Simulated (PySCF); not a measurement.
C2H6AlCl, charge +1, doublet, geometry from GFN2-xTB (such geometries of metal compounds can be far from the true shape) (a state made from the parent by changing its charge; the spin is typed, not shown lowest). Base run: PBE/3-21G (PySCF).

Here is a job for PySCF.
```python
from pyscf import gto, scf, dft

mol = gto.M(
    atom='''
Al    0.091244   -0.104779    0.096178
C     1.983315   -0.847047   -0.125519
H     1.975511   -1.925332    0.039993
H     2.631427   -0.352767    0.600482
H     2.278661   -0.598749   -1.147671
C    -0.336721   -1.043797    1.861153
H    -0.491636   -2.104434    1.655017
H    -1.254391   -0.577458    2.227328
H     0.490321   -0.906274    2.559179
Cl   -0.982096    1.127777   -1.035203
''',
    basis='3-21g',
    charge=1,
    spin=1,
    verbose=4,
)

mf = dft.UKS(mol)
mf.xc = 'pbe'
mf.kernel()
```

Variants of this job, named by their change:

```csv
change,ΔE vs base (mEh),fitting functions
base,0.000,-
auxbasis = cc-pvtz-ri,-17.824,586
auxbasis = even-tempered beta=3.0,-8.607,221
auxbasis = def2-universal-jfit,-0.770,266
auxbasis = even-tempered beta=2.0,-4.763,335
auxbasis = cc-pvqz-jkfit,-0.356,814
auxbasis = def2-tzvp-ri,-34.953,468
auxbasis = def2-universal-jkfit,-0.373,514
auxbasis = default (with mf = mf.density_fit()),-0.373,514
auxbasis = autoaux,-4.646,414
```

A fitting set is made for a task (jfit for Coulomb, jkfit for Coulomb and exchange, ri for correlation) and for a family of orbital bases.

Open shells are given as the SCF converged; they aren't shown to be the lowest states, and a large step between rows can be another state.
